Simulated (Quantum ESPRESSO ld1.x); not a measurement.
Values are calculated unless marked as measured or tabulated.
Neutral neodymium, 60 electrons, occupied as [Xe] 4f4 6s2 (the NIST ground configuration). Code: ld1.x of Quantum ESPRESSO 7.5. Model: Dirac Kohn-Sham, BLYP, spin-unpolarised, spherical densities, point nucleus; open shells fill j = l - 1/2 first.

X-ray form factor f0, the Fourier transform of the density (f0(0) = 60):

sin(theta)/lambda (1/angstrom)  f0 (electrons)
0.05                                    58.535
0.1                                     55.387
0.15                                    51.967
0.2                                     48.570
0.25                                    45.263
0.3                                     42.160
0.4                                     36.823
0.5                                     32.531
0.6                                     28.958
0.8                                     23.357
1                                       19.539
1.25                                    16.499
1.5                                     14.292
2                                       10.474
